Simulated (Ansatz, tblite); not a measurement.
Removing an electron: the cluster GeF3⁻. The state is a singlet with charge -1. Geometry: r2SCAN-D4/def2-TZVPD. Ansatz, gas phase; energy differences of separate SCF runs; the oxidised species was run as a doublet alone.

```tsv
atom	x (Å)	y (Å)	z (Å)
Ge1	0.145	0.692	0.102
F2	0.754	-0.588	1.239
F3	-1.562	0.073	0.066
F4	0.662	-0.177	-1.407
```

The xTB rows come from tblite. The structure comes from a short search, and lower isomers may exist.

```tsv
level	−HOMO (eV)	vertical IE (eV)	−LUMO (eV)	HOMO–LUMO gap (eV)
GFN2-xTB	4.90	9.04	-2.65	7.55
r2SCAN-D4/def2-TZVPD	0.98	4.08	-4.64	5.62
PBE0-D4/def2-TZVPD	1.89	4.20	-4.72	6.62
```

Problem. Estimate the rows for GFN1-xTB, PBE-D4/def2-TZVPD.

Solution. 
```json
{"level": "GFN1-xTB", "−HOMO (eV)": "4.12", "vertical IE (eV)": "8.21", "−LUMO (eV)": "-1.50", "HOMO–LUMO gap (eV)": "5.63"}
{"level": "PBE-D4/def2-TZVPD", "−HOMO (eV)": "0.77", "vertical IE (eV)": "4.04", "−LUMO (eV)": "-4.17", "HOMO–LUMO gap (eV)": "4.94"}
```

 Raw xTB energy differences between charge states are shifted by several eV; the methods need an empirical correction for them.
